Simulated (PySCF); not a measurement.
Sn(F)3(SH) (F3HSSn), SMILES [F][Sn]([F])([F])[SH]. Geometry: PBE-D3(BJ)/def2-SVP. The structure was generated by enumeration; whether it is a known compound was not checked. The def2 effective core potentials stand for the cores of Sn; spin–orbit coupling is left out. One conformer was computed; it need not be the lowest.

### Question
Give the equilibrium geometry at PBE-D3(BJ)/def2-SVP (PySCF confirms it by a frequency run) as Cartesian coordinates in Å, and its point group. (Estimate from the structure and the level; the computed values follow.)

### Answer
Several could match; the one computed here: point group Cs.
```xyz
6

F      0.8045     1.1063     1.5280
Sn     0.0054     0.2200     0.0000
F     -1.8825     0.6740     0.0000
F      0.8045     1.1063    -1.5280
S      0.2091    -2.1706     0.0000
H     -1.1551    -2.2515     0.0000
```
Charge 0, spin multiplicity 1.
